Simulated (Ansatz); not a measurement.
Relaxation of CH$_{4}$F$_{2}$Si$_{2}$ (9 atoms, charge 0, multiplicity 1), to a largest force component of 0.015 eV/Å in at most 40 steps.

All numbers below come from RKS B3LYP-D4/def2-mTZVP (Ansatz).

```xyz
9
Properties=species:S:1:pos:R:3
F 0.845 -2.067 -1.500
Si 1.043 -0.703 -0.634
F 2.526 -0.194 -0.779
C -0.118 0.542 -0.733
Si -1.006 0.529 0.811
H 0.220 1.527 -0.983
H -0.857 0.358 -1.553
H -1.762 -0.663 1.140
H -0.192 1.017 2.024
```

Q: Where does it end, and by what steps?

A: The forces met the threshold. After 9 steps the energy has fallen by 2.318 eV; Si5 moved furthest, 0.65 Å. Joined: Si2–Si5.

```csv
step,energy less start (eV),largest force component (eV/Å),accepted
0,0.0000,5.142,yes
1,-1.0164,2.870,yes
2,-1.7076,1.492,yes
3,-1.9708,1.737,yes
4,-2.2757,0.337,yes
5,-2.3018,0.503,yes
6,-2.3136,0.147,yes
7,-2.3173,0.052,yes
8,-2.3176,0.017,yes
9,-2.3176,0.011,yes
```

```xyz
9
Properties=species:S:1:pos:R:3
F 0.853 -2.052 -1.382
Si 0.984 -0.677 -0.568
F 2.541 -0.291 -0.539
C -0.223 0.668 -0.956
Si -0.539 0.084 0.892
H 0.144 1.687 -1.075
H -1.029 0.469 -1.661
H -1.822 -0.609 1.138
H -0.212 1.069 1.946
```

The run took 33 s on 2 threads of Arm Neoverse V1 (shared host), peak memory 0.24 GiB.
